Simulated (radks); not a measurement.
Values are calculated unless marked as measured or tabulated.
Problem. The table gives one normalised radial function P(r) = r R(r) (large component) of Zn4+ in [Ar] 3d8 (r in bohr). Level of theory: Dirac Kohn-Sham, SOGGA, spin-unpolarised, spherical densities, finite nucleus; open shells are shared between the two j in proportion to 2j + 1; Fermi nuclear charge, rms radius 3.9283 fm (a radial shooting solver on a logarithmic mesh with Libxc functionals).

r	P
0.002131	0.0000
0.00303	0.0000
0.004309	0.0000
0.006127	0.0001
0.008781	0.0002
0.01249	0.0006
0.01775	0.0017
0.02545	0.0046
0.03618	0.0117
0.05145	0.0288
0.07316	0.0676
0.1049	0.1510
0.1491	0.3022
0.212	0.5378
0.3039	0.8330
0.4321	1.0674
0.6144	1.1095
0.8736	0.9161
1.252	0.5768
1.78	0.2622
2.532	0.0742

Which n and l does it have? It may be an empty orbital.

Solution. n = 3, l = 2: the number of nodes gives n - l - 1 = 0, the rise at small r points to l (for j = l - 1/2 the large component starts outside the nucleus as r^gamma with gamma = sqrt(l^2 - (Z/c)^2) = 1.99 and the r^(l+1) term takes over further out; the orbital of l - 1 with the same j starts with the same power, but with a larger coefficient, and does not steepen), and the extent must fit the shell. The curve is that of 3d3/2; the two j differ most near the nucleus, where j = l - 1/2 has the larger amplitude, and in heavy atoms j = l - 1/2 is also the more compact. 3d3/2: eigenvalue -73.430 eV, 0 radial nodes, <r> = 0.771 bohr, 90 % of the charge inside 1.29 bohr.
